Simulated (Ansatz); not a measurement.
Wavefunction ladder for AgO (`[O][Ag]`) radical

Z-matrix (Å, degrees):
```
O
Ag 1 1.997
```

Charge 0, multiplicity 2. Correlated methods include outer-core shells of Ag, which these sets cover unevenly. Ag: def2 effective core potential. The geometry is a stationary point of PBE0-D4/def2-TZVP. Frozen core, unrestricted reference, Ansatz.

| basis | HF (Eh) | MP2 corr. |
| --- | --- | --- |
| def2-SVP | -220.80342 | -0.47377 |
| def2-TZVPP | -220.93595 | -0.85639 |
| def2-QZVPP | -220.94255 | -0.95601 |

Question: Estimate the CCSD correlation energy and the (T) correction in each basis where they were run (hartree).

Answer: 
```tsv
basis	CCSD corr.	(T)
def2-SVP	-0.47404	-0.01383
def2-TZVPP	-0.83606	-0.02711
def2-QZVPP	-0.92994	-0.03502
```
